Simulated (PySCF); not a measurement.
Ionisation energy of Yb⁵⁶⁺ by level of theory

Yb⁵⁶⁺ [Ne] 3s2 3p2 (3P) → Yb⁵⁷⁺ [Ne] 3s2 3p1 (2P), as a difference of total energies. Computed with PySCF 2.14 in an uncontracted even-tempered set (17 s from 14 bohr⁻², ratio 2.5; 12 p from 18 bohr⁻², ratio 2.5; 4 d from 72 bohr⁻², ratio 2.7; 4 f from 110 bohr⁻², ratio 2.7), with scalar relativity by spin-free X2C-1e. Correlated levels: outer shells: 1s2 frozen; virtual orbitals above 40 to 60 times the deepest correlated orbital energy dropped. The calculations carry no spin-orbit coupling.

```
                method  ionisation energy (eV)
                   UHF                  5556.6
    MP2 (outer shells)                  5557.2
SCS-MP2 (outer shells)                  5557.0
   CCSD (outer shells)                  5557.1
CCSD(T) (outer shells)                  5557.1
```

Spin-orbit coupling is strong in these open shells (close to jj coupling). The scalar numbers leave it out and a first-order estimate fails, so it can dominate the gap to the real levels.

Breit and QED terms and the two-electron picture change are absent.

For comparison: 5731 ± 5 eV (theoretical estimate listed by NIST; NIST Atomic Spectra Database, ionization energies).
